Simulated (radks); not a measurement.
The numbers below are computed, except where a source is named.
Problem. F II, configuration [He] 2s2 2p4. Level of theory: scalar-relativistic Kohn-Sham, r2SCAN, spin-polarised, spherical densities, finite nucleus; open shells are filled with parallel spins first; meta-GGA in the generalised Kohn-Sham scheme; Fermi nuclear charge, rms radius 2.8976 fm (a radial shooting solver on a logarithmic mesh with Libxc functionals). Some entries of the table are withheld. Estimate them.

orbital,occ.,eigenvalue (hartree),<1/r> (bohr^-1)
1s up,1,-25.39891,8.627
1s down,1,-25.31960,8.648
2s up,1,(1),(2)
2s down,1,(3),(4)
2p up,3,-1.13709,(5)
2p down,1,-0.94013,(6)

Solution. 
(1) 2s up eigenvalue (hartree): -1.88117
(2) 2s up <1/r> (bohr^-1): 1.537
(3) 2s down eigenvalue (hartree): -1.69519
(4) 2s down <1/r> (bohr^-1): 1.487
(5) 2p up <1/r> (bohr^-1): 1.396
(6) 2p down <1/r> (bohr^-1): 1.334
